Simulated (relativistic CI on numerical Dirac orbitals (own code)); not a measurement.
**Sn15+: q coefficients and field-shift factors**

These numbers are calculated, not measured: Dirac-Coulomb-Breit CI, separate exchange-only KLI orbitals for each configuration, derivatives by finite differences, unscaled Slater integrals, QED left out (own radial code, finite nucleus).

Configurations in the expansion (outside the closed core [Ar] 3d10): 4s2.4p5, 4s.4p6, 4s2.4p4.4d, 4s.4p5.4d, 4s2.4p4.4f, 4s.4p5.4f. Double excitations out of closed p, d and f shells are left out; levels of such configurations are missing from the list, as are those of other unlisted configurations, and high levels can miss mixing partners.

With x = (α/α₀)² − 1 an excitation energy changes as ω = ω₀ + qx; K = 2q/ω₀ is the relative enhancement. Terms are leading LS components, so labels can repeat. The field-shift factor is F = δν/δ⟨r²⟩ for the transition from the lowest level.

Lowest level 4s2.4p5 2P°_3/2.

| Level | ω₀ (cm⁻¹) | q (cm⁻¹) | K | F (GHz/fm²) |
| --- | --- | --- | --- | --- |
| 4s2.4p5 2P°_1/2 | 77963 | 84550 | 2.17 | -2.28 |
| 4s.4p6 2S_1/2 | 427324 | 95330 | 0.446 | -84.6 |
| 4s2.4p4.4d 4D_5/2 | 541376 | 18420 | 0.0681 | 1.83 |
| 4s2.4p4.4d 4D_3/2 | 542292 | 14560 | 0.0537 | 1.89 |
| 4s2.4p4.4d 4D_7/2 | 547834 | 26050 | 0.0951 | 1.84 |
| 4s2.4p4.4d 4D_1/2 | 551347 | 19230 | 0.0698 | 1.86 |
| 4s2.4p4.4d 4F_9/2 | 567199 | 21940 | 0.0774 | 2.05 |
| 4s2.4p4.4d 2F_7/2 | 573991 | 14170 | 0.0494 | 2 |
| 4s2.4p4.4d 2D_3/2 | 589882 | 20720 | 0.0703 | 1.94 |
| 4s2.4p4.4d 4P_1/2 | 600901 | 40980 | 0.136 | -0.935 |
| 4s2.4p4.4d 4D_1/2 | 606686 | 82460 | 0.272 | 0.0174 |
| 4s2.4p4.4d 4F_5/2 | 610217 | 57090 | 0.187 | 0.953 |
| 4s2.4p4.4d 4F_3/2 | 614901 | 56170 | 0.183 | 1.06 |

At this charge energies of transitions that change n are usually good to better than 1 %, and those within a shell (Δn = 0) to a few per cent.
